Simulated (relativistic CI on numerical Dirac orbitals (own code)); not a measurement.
## Crystal-field levels of Cu³⁺, 3d8

Calculated by Dirac-Coulomb-Breit CI, orbitals from a KLI potential per configuration, model QED (radiative potential, 1s self-energy scaled to tabulated hydrogen-like ionisation energies), valence Slater integrals scaled by 0.75, one configuration in a parametric crystal field (own radial code).

Field parameters in Wybourne normalisation: Td as Oh with Dq negative (B⁴₀ = 21Dq, B⁴₄ = √(5/14) B⁴₀). The field is a parameter set, without covalency.

S and J are read from ⟨S²⟩ = S(S + 1) and ⟨J²⟩ = J(J + 1) of each level; they are not fictitious spins.

Td, 10Dq = -1800 cm⁻¹, the lowest 16 levels:

```
E (cm⁻¹)  Degeneracy  Irrep     S     J
     0.0           1     A1  1.00  4.00
     337           3     T1  1.00  3.92
     760           2      E  1.00  3.90
    1368           3     T2  1.00  3.63
    2866           3     T2  1.00  3.09
    2930           3     T1  1.00  3.09
    3270           1     A2  1.00  3.00
    3694           2      E  0.99  2.17
    5246           3     T2  0.99  2.46
   15563           3     T2  0.22  2.03
   16092           2      E  0.29  2.10
   19264           3     T2  0.92  2.02
   19400           2      E  0.87  2.06
   19770           3     T1  1.00  1.01
   20075           1     A1  1.00  0.03
   23573           3     T2  0.01  3.98
```

Td, 10Dq = -3300 cm⁻¹, the lowest 10 levels:

| E (cm⁻¹) | Degeneracy | Irrep | S | J |
| --- | --- | --- | --- | --- |
| 0.0 | 1 | A1 | 1.00 | 3.99 |
| 448 | 3 | T1 | 1.00 | 3.85 |
| 1138 | 2 | E | 1.00 | 3.71 |
| 1668 | 3 | T2 | 1.00 | 3.27 |
| 4062 | 3 | T2 | 1.00 | 3.24 |
| 4071 | 3 | T1 | 1.00 | 3.18 |
| 4525 | 1 | A2 | 1.00 | 3.00 |
| 4573 | 2 | E | 1.00 | 2.46 |
| 7728 | 3 | T2 | 0.99 | 2.75 |
| 16039 | 3 | T2 | 0.18 | 2.10 |

Td, 10Dq = -4750 cm⁻¹, the lowest 10 levels:

```
E (cm⁻¹)  Degeneracy  Irrep     S     J
     0.0           1     A1  1.00  3.98
     503           3     T1  1.00  3.80
    1347           2      E  1.00  3.53
    1758           3     T2  1.00  3.12
    5253           3     T1  1.00  3.23
    5306           3     T2  0.99  3.26
    5600           2      E  1.00  2.69
    5766           1     A2  1.00  3.00
   10282           3     T2  0.99  2.89
   16398           3     T2  0.14  2.21
```

Td, 10Dq = -6250 cm⁻¹, the lowest 16 levels:

```tsv
E (cm⁻¹)	Degeneracy	Irrep	S	J
0.0	1	A1	1.00	3.97
535	3	T1	1.00	3.76
1472	2	E	1.00	3.39
1792	3	T2	1.00	3.04
6523	3	T1	1.00	3.27
6617	3	T2	0.99	3.25
6773	2	E	1.00	2.86
7072	1	A2	1.00	3.00
12983	3	T2	0.98	2.98
16688	3	T2	0.14	2.32
17304	2	E	0.12	2.64
22190	3	T2	0.97	2.09
22275	2	E	0.95	2.12
22940	3	T1	1.00	1.06
23220	1	A1	0.99	0.24
25978	3	T2	0.03	3.76
```

Td, 10Dq = -7700 cm⁻¹, the lowest 10 levels:

| E (cm⁻¹) | Degeneracy | Irrep | S | J |
| --- | --- | --- | --- | --- |
| 0.0 | 1 | A1 | 1.00 | 3.96 |
| 554 | 3 | T1 | 1.00 | 3.73 |
| 1544 | 2 | E | 1.00 | 3.29 |
| 1803 | 3 | T2 | 1.00 | 2.99 |
| 7782 | 3 | T1 | 1.00 | 3.29 |
| 7896 | 3 | T2 | 0.99 | 3.23 |
| 7973 | 2 | E | 1.00 | 2.98 |
| 8355 | 1 | A2 | 1.00 | 3.00 |
| 15531 | 3 | T2 | 0.89 | 2.99 |
| 17001 | 3 | T2 | 0.30 | 2.49 |

The free-ion ground term has S = 1. Every field shown keeps that spin.

Levels of this model without a field, named by their leading LS term (the scale mimics covalency, so terms lie below those of the real free ion): ³F4 0, ³F3 1806, ³F2 2976, ¹D2 14853, ³P2 18238, ³P1 18639, ³P0 18947, ¹G4 23025 cm⁻¹.
